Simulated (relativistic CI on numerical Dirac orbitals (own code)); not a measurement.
Al⁶⁺: calculation against measurement

Computed by Dirac-Coulomb-Breit CI, orbitals from a KLI potential per configuration, model QED, valence Slater integrals scaled by 0.9, configuration energies shifted to the measured levels that pair with them (semi-empirical) (own radial code, finite nucleus).

Configuration list (outside the closed core 1s2): 2s²2p³, 2s2p⁴, 2p⁵, 2s²2p²3s, 2s²2p²3d, 2s2p³3s, 2s²2p²4s, 2s²2p²4d, 2s²2p²5s, 2s²2p²5d, 2s²2p²3p, 2p⁴3s, 2p⁴3p, 2p⁴3d, 2s2p³3p, 2s²2p²4p, 2s2p³3d, 2s²2p²4f, 2s²2p3s², 2s²2p3s3p, 2s²2p3p², 2s2p³4s, 2s²2p3s3d, 2s2p³4p, 2s²2p3p3d, 2s2p³4d, 2s2p³4f, 2s2p²3s², 2s²2p3d², 2s2p²3s3p. Levels of other configurations are missing.

```csv
Configuration,Term (tabulated),J,Measured (cm⁻¹),Computed,Error,Purity (%)
2s²2p³,4S°,3/2,0.0,0,0,100
2s²2p³,2D°,3/2,62313.0,59933,-2380,99
2s²2p³,2D°,5/2,62369.0,60035,-2334,100
2s²2p³,2P°,1/2,94603.0,88450,-6153,98
2s²2p³,2P°,3/2,94869.0,88753,-6116,97
2s2p⁴,4P,5/2,280200.0,282387,2187,100
2s2p⁴,4P,3/2,282670.0,284843,2173,100
2s2p⁴,4P,1/2,283970.0,286140,2170,100
2s2p⁴,2D,5/2,385860.0,385863,3,100
2s2p⁴,2D,3/2,385910.0,385907,-3,100
2s2p⁴,2S,1/2,453060.0,446565,-6495,99
2s2p⁴,2P,3/2,477690.0,473988,-3702,99
2s2p⁴,2P,1/2,480660.0,476928,-3732,99
2p⁵,2P°,3/2,735750.0,735763,13,97
2p⁵,2P°,1/2,739700.0,739687,-13,97
2s²2p²3s,4P,1/2,1147200.0,1147409,209,97
2s²2p²3s,4P,3/2,1148650.0,1148965,315,97
2s²2p²3s,4P,5/2,1150950.0,1151239,289,97
2s²2p²3s,2P,1/2,1163940.0,1163731,-209,98
2s²2p²3s,2P,3/2,1166720.0,1166505,-215,97
2s²2p²3s,2S,1/2,1248430.0,1238778,-9652,94
2s²2p²3d,2P †,3/2,1317220.0,1317220,0,56
2s²2p²3d,2P †,1/2,1318010.0,1320778,2768,82
2s2p³3s,4S°,3/2,1322150.0,1322150,0,89
2s²2p²3d,2F,5/2,1324930.0,1325401,471,97
2s²2p²3d,4P,5/2,1326900.0,1326461,-439,94
2s²2p²3d,4P,3/2,1327890.0,1327510,-380,96
2s²2p²3d,2F,7/2,1327910.0,1328370,460,96
2s²2p²3d,4P,1/2,1328450.0,1328054,-396,97
2s²2p²4d,2P,3/2,1600400.0,1600400,0,69
2s²2p²4d,2F,5/2,1605150.0,1604905,-245,97
2s²2p²4d,2F,7/2,1607950.0,1607689,-261,97
2s²2p²4d,2D,3/2,1612450.0,1612815,365,96
2s²2p²4d,2D,5/2,1613180.0,1613545,365,97
2s²2p²5s,4P,5/2,1702100.0,1702100,0,96
2s²2p²5d,2F,5/2,1731450.0,1731349,-101,92
2s²2p²5d,2F,7/2,1733940.0,1734041,101,96
```

Measured levels from NIST levels in Kelleher and Podobedova, J. Phys. Chem. Ref. Data 37, 709 (2008); Martin and Zalubas, J. Phys. Chem. Ref. Data 8, 817 (1979); pairs were made by configuration, J and term (by order where the table uses no LS term), so strongly mixed levels may be paired wrongly.

Mean error by configuration (cm⁻¹): 2s²2p³ -4246; 2s2p⁴ -925; 2p⁵ 0; 2s²2p²3s -1544; 2s2p³3s 0; 2s²2p²3d -57; 2s²2p²4d 45; 2s²2p²5s 0; 2s²2p²5d 0. Over the excited levels the mean absolute error is 1528 cm⁻¹ (36 of the 37 excited levels that our extract of the source holds in range could be paired, and the others can miss by more), and the median relative error of those above 1,000 cm⁻¹ is 0.026 %, both after the shifts were fitted to these levels, so that a configuration with one level shows no error. † marks terms whose computed intervals miss the measured ones by more than a factor of 2.5, or configurations far off the rest, from wrong mixing, a near crossing or a doubtful label or measurement; they are left out of the means.

Configurations whose levels could be paired with our table of measured levels were shifted onto them, all but the ground configuration, by the median error of their levels; single terms can still be off by 1,000 to 2,000 cm⁻¹ or more, and rates follow the energies as ν³ (E1, M1) or ν⁵ (E2). The others borrow a shift and can be off by several thousand cm⁻¹ or more. 36 of the 37 excited levels that our extract of the measured tables holds in this range could be paired (the sources list more); they are missed by 1520 cm⁻¹ on average and 9652 at most, after the shifts were fitted to these levels, and levels without a partner can miss by more.

Shifts applied (cm⁻¹): 2s²2p³ 0; 2s2p⁴ -4608; 2p⁵ -17446; 2s²2p²3s -438; 2s²2p²3d -3061; 2s2p³3s -6168; 2s²2p²4d -9034; 2s²2p²5s -6718; 2s²2p²5d -8530.
